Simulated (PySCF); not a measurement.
Polarisability and C₆ of Ti²⁺ (titanium, charge +2)

[Ar] 3d2, high-spin 3F determinant. All numbers are calculated (PySCF 2.14, the spin-free X2C one-electron Hamiltonian (Gaussian nucleus), in ANO-RCC-VTZP (6s5p3d2f1g, 59 functions)). Coupled (time-dependent) response in atomic units; α is the mean over directions. The basis has no added diffuse functions, which lowers α and C₆.

```json
{"method": "HSE06", "mean α (bohr³)": "4.691", "C₆ (like pair)": "14.14", "S(−4)": "19.09"}
```

S(−4) is the Cauchy moment in α(ω) = α(0) + S(−4) ω² + …

α(iu) at HSE06:

```
u (hartree)  α(iu) (bohr³)
          0          4.691
     0.0500          4.644
      0.100          4.516
      0.200          4.127
      0.300          3.723
      0.500          3.093
      0.750          2.540
       1.00          2.115
       1.50          1.492
       2.00          1.081
       3.00         0.6232
       5.00         0.2767
```

A single London oscillator, α(iu) = α/(1 + u²/ω²), gives C₆ = (3/4) ω α². Matching the computed C₆ needs ω = 4 × 14.14 / (3 × 4.691²) = 0.857 hartree.

For an ion, C₆ is the dispersion term alone; charge-induced terms of lower order in 1/R come first.
